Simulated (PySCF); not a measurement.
# Stretching InSn⁺

Set-up: PySCF, scalar-relativistic core potentials, basis sets In cc-pVDZ-PP with ECP28, Sn cc-pVDZ-PP with ECP28. Energies in eV from In⁺ + Sn in their ground configurations at the same level. State: ³Π (triplet), unpaired electrons σ ↑, π ↑.

All columns are UHF. A positive dipole points towards Sn; it is taken about the centre of mass and depends on that origin.

```json
{"R (Å)": "2.825", "E (eV)": "-0.067", "μ (D)": "-1.11", "Mulliken charge on In (basis-dependent)": "0.61", "HOMO (eV)": "-12.41", "LUMO (eV)": "-5.82", "Mayer bond order": "0.75", "⟨S²⟩": "2.04"}
{"R (Å)": "2.957", "E (eV)": "-0.272", "μ (D)": "-1.37", "Mulliken charge on In (basis-dependent)": "0.63", "HOMO (eV)": "-12.32", "LUMO (eV)": "-5.65", "Mayer bond order": "0.67", "⟨S²⟩": "2.04"}
{"R (Å)": "3.088", "E (eV)": "-0.399", "μ (D)": "-1.68", "Mulliken charge on In (basis-dependent)": "0.65", "HOMO (eV)": "-12.17", "LUMO (eV)": "-5.48", "Mayer bond order": "0.60", "⟨S²⟩": "2.04"}
{"R (Å)": "3.187", "E (eV)": "-0.458", "μ (D)": "-1.95", "Mulliken charge on In (basis-dependent)": "0.66", "HOMO (eV)": "-12.06", "LUMO (eV)": "-5.37", "Mayer bond order": "0.56", "⟨S²⟩": "2.04"}
{"R (Å)": "3.285", "E (eV)": "-0.494", "μ (D)": "-2.24", "Mulliken charge on In (basis-dependent)": "0.67", "HOMO (eV)": "-11.96", "LUMO (eV)": "-5.26", "Mayer bond order": "0.53", "⟨S²⟩": "2.04"}
{"R (Å)": "3.384", "E (eV)": "-0.514", "μ (D)": "-2.56", "Mulliken charge on In (basis-dependent)": "0.69", "HOMO (eV)": "-11.85", "LUMO (eV)": "-5.15", "Mayer bond order": "0.50", "⟨S²⟩": "2.03"}
{"R (Å)": "3.515", "E (eV)": "-0.520", "μ (D)": "-3.02", "Mulliken charge on In (basis-dependent)": "0.71", "HOMO (eV)": "-11.72", "LUMO (eV)": "-5.02", "Mayer bond order": "0.46", "⟨S²⟩": "2.03"}
{"R (Å)": "3.679", "E (eV)": "-0.507", "μ (D)": "-3.63", "Mulliken charge on In (basis-dependent)": "0.73", "HOMO (eV)": "-11.56", "LUMO (eV)": "-4.87", "Mayer bond order": "0.42", "⟨S²⟩": "2.03"}
{"R (Å)": "3.876", "E (eV)": "-0.473", "μ (D)": "-4.43", "Mulliken charge on In (basis-dependent)": "0.76", "HOMO (eV)": "-11.37", "LUMO (eV)": "-4.71", "Mayer bond order": "0.38", "⟨S²⟩": "2.02"}
{"R (Å)": "4.139", "E (eV)": "-0.413", "μ (D)": "-5.58", "Mulliken charge on In (basis-dependent)": "0.80", "HOMO (eV)": "-11.11", "LUMO (eV)": "-4.57", "Mayer bond order": "0.32", "⟨S²⟩": "2.02"}
```

A fit through these points gives, at Re = 3.495 Å, μ = -2.94 D and dμ/dR = -3.56 D/Å; the reduced mass is 58.67 u.

Task: How strong is the fundamental in the double-harmonic approximation, I = 42.26·(dμ/dR)²/μred km/mol?

Result: I = 42.26·(-3.56)²/58.67 = 9.13 km/mol at UHF.

These are scalar-relativistic numbers at best; spin–orbit coupling would shift them, the dissociation energy most. For an ion De counts to the pair picked by the measured ionisation energies or electron affinities, which need not be the lowest pair at this level. Hartree–Fock leaves out correlation, which carries a large part of most bond energies and some tenths to 1 eV of ionisation energies. The state is the lowest determinant that a PBE0 search found; another state may lie lower at other levels.
